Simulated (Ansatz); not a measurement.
Mn(SH)2 (MnH2S2). Charge 0, multiplicity 6. Geometry PBE-D4/def2-TZVP.

Cartesian coordinates in Å:
```
Mn -0.0161 -0.1139 0.4236
S -0.9008 -2.0886 -0.2049
H -1.7669 -1.5212 -1.0837
S 0.8731 1.8958 0.9220
H 1.8107 1.8279 -0.0570
```

Problem. Estimate the α-spin orbital energies around the gap (eV) in Ansatz with PBE-D4/def2-TZVPD, BLYP-D4/def2-TZVP, r2SCAN-D4/def2-TZVPD, PBE0-D4/def2-SVP, ωB97X-V/def2-TZVP.

Solution. 
```json
{"orbital": "HOMO−9", "PBE-D4/def2-TZVPD": "-9.99", "BLYP-D4/def2-TZVP": "-9.73", "r2SCAN-D4/def2-TZVPD": "-10.42", "PBE0-D4/def2-SVP": "-11.61", "ωB97X-V/def2-TZVP": "-14.26"}
{"orbital": "HOMO−8", "PBE-D4/def2-TZVPD": "-8.86", "BLYP-D4/def2-TZVP": "-8.48", "r2SCAN-D4/def2-TZVPD": "-9.48", "PBE0-D4/def2-SVP": "-11.24", "ωB97X-V/def2-TZVP": "-13.85"}
{"orbital": "HOMO−7", "PBE-D4/def2-TZVPD": "-8.29", "BLYP-D4/def2-TZVP": "-7.88", "r2SCAN-D4/def2-TZVPD": "-9.13", "PBE0-D4/def2-SVP": "-11.14", "ωB97X-V/def2-TZVP": "-13.70"}
{"orbital": "HOMO−6", "PBE-D4/def2-TZVPD": "-8.28", "BLYP-D4/def2-TZVP": "-7.86", "r2SCAN-D4/def2-TZVPD": "-9.13", "PBE0-D4/def2-SVP": "-11.14", "ωB97X-V/def2-TZVP": "-13.70"}
{"orbital": "HOMO−5", "PBE-D4/def2-TZVPD": "-8.20", "BLYP-D4/def2-TZVP": "-7.81", "r2SCAN-D4/def2-TZVPD": "-8.95", "PBE0-D4/def2-SVP": "-10.47", "ωB97X-V/def2-TZVP": "-13.00"}
{"orbital": "HOMO−4", "PBE-D4/def2-TZVPD": "-8.08", "BLYP-D4/def2-TZVP": "-7.71", "r2SCAN-D4/def2-TZVPD": "-8.74", "PBE0-D4/def2-SVP": "-10.06", "ωB97X-V/def2-TZVP": "-12.62"}
{"orbital": "HOMO−3", "PBE-D4/def2-TZVPD": "-6.99", "BLYP-D4/def2-TZVP": "-6.64", "r2SCAN-D4/def2-TZVPD": "-7.44", "PBE0-D4/def2-SVP": "-8.37", "ωB97X-V/def2-TZVP": "-10.79"}
{"orbital": "HOMO−2", "PBE-D4/def2-TZVPD": "-6.88", "BLYP-D4/def2-TZVP": "-6.55", "r2SCAN-D4/def2-TZVPD": "-7.11", "PBE0-D4/def2-SVP": "-7.71", "ωB97X-V/def2-TZVP": "-10.21"}
{"orbital": "HOMO−1", "PBE-D4/def2-TZVPD": "-6.04", "BLYP-D4/def2-TZVP": "-5.74", "r2SCAN-D4/def2-TZVPD": "-6.31", "PBE0-D4/def2-SVP": "-6.96", "ωB97X-V/def2-TZVP": "-9.52"}
{"orbital": "HOMO", "PBE-D4/def2-TZVPD": "-6.04", "BLYP-D4/def2-TZVP": "-5.73", "r2SCAN-D4/def2-TZVPD": "-6.31", "PBE0-D4/def2-SVP": "-6.95", "ωB97X-V/def2-TZVP": "-9.52"}
{"orbital": "LUMO", "PBE-D4/def2-TZVPD": "-1.55", "BLYP-D4/def2-TZVP": "-1.21", "r2SCAN-D4/def2-TZVPD": "-1.32", "PBE0-D4/def2-SVP": "-0.68", "ωB97X-V/def2-TZVP": "1.11"}
{"orbital": "LUMO+1", "PBE-D4/def2-TZVPD": "-1.31", "BLYP-D4/def2-TZVP": "-0.44", "r2SCAN-D4/def2-TZVPD": "-1.12", "PBE0-D4/def2-SVP": "0.37", "ωB97X-V/def2-TZVP": "2.38"}
{"orbital": "LUMO+2", "PBE-D4/def2-TZVPD": "-1.25", "BLYP-D4/def2-TZVP": "-0.25", "r2SCAN-D4/def2-TZVPD": "-1.04", "PBE0-D4/def2-SVP": "0.41", "ωB97X-V/def2-TZVP": "2.49"}
{"orbital": "LUMO+3", "PBE-D4/def2-TZVPD": "-0.58", "BLYP-D4/def2-TZVP": "0.11", "r2SCAN-D4/def2-TZVPD": "-0.09", "PBE0-D4/def2-SVP": "1.42", "ωB97X-V/def2-TZVP": "3.00"}
{"orbital": "LUMO+4", "PBE-D4/def2-TZVPD": "-0.16", "BLYP-D4/def2-TZVP": "0.29", "r2SCAN-D4/def2-TZVPD": "0.22", "PBE0-D4/def2-SVP": "1.45", "ωB97X-V/def2-TZVP": "3.41"}
{"orbital": "LUMO+5", "PBE-D4/def2-TZVPD": "0.58", "BLYP-D4/def2-TZVP": "2.16", "r2SCAN-D4/def2-TZVPD": "1.11", "PBE0-D4/def2-SVP": "2.88", "ωB97X-V/def2-TZVP": "4.53"}
{"orbital": "β HOMO", "PBE-D4/def2-TZVPD": "-6.48", "BLYP-D4/def2-TZVP": "-6.20", "r2SCAN-D4/def2-TZVPD": "-6.67", "PBE0-D4/def2-SVP": "-7.22", "ωB97X-V/def2-TZVP": "-9.80"}
{"orbital": "β LUMO", "PBE-D4/def2-TZVPD": "-4.09", "BLYP-D4/def2-TZVP": "-4.08", "r2SCAN-D4/def2-TZVPD": "-3.41", "PBE0-D4/def2-SVP": "-2.58", "ωB97X-V/def2-TZVP": "-0.98"}
```
